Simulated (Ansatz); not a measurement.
Reaction (ligand exchange at the Si–C bond): `C[SiH](N)Br` + H₂Se → `N[SiH]([SeH])Br` + CH₄

Program: Ansatz. Geometries: PBE0-D4/def2-TZVP. ΔE: electronic, gas phase. CCSD(T)/CBS adds triple-zeta CCSD(T) − MP2 to the extrapolated MP2 energy (def2 sets, frozen cores). This one scheme is used for every species. Functionals use def2-TZVPP. HSE06 is defined as in plane-wave codes. For Br, Se outer-core shells are correlated without core-valence functions, which leaves a few kJ/mol of doubt a bond. Scalar relativity is left out up to krypton. One conformer a species, not always the lowest.

(1) Is it downhill or uphill in electronic energy at CCSD(T)/CBS, and by how much? (Estimate.)

(2) What do these levels give: PBE0-D4, HSE06-D4, ωB97X-V, ωB97M-V, r2SCAN0, MP2/CBS(def2)? (Best estimate.)

Largest T1 diagnostic among the species: 0.009.

Results:

(1) The calculation gave: Downhill: ΔE = -64.5 kJ/mol.

(2) Ansatz gave: PBE0-D4 -65.5, HSE06-D4 -65.8, ωB97X-V -59.9, ωB97M-V -59.9, r2SCAN0 -64.1, MP2/CBS(def2) -71.2 kJ/mol.

The D4 term adds −4.2 kJ/mol with B3LYP and −2.1 kJ/mol with PBE0; it sums over pairs of atoms, weighted by their polarisabilities, and B3LYP, whose exchange is more repulsive, gets the larger term. At CCSD(T), def2-SVP lies +8.0 kJ/mol from the extrapolated value and def2-TZVPP +4.7 kJ/mol.

B3LYP here is the variant with VWN-RPA as its local correlation; programs differ in this.
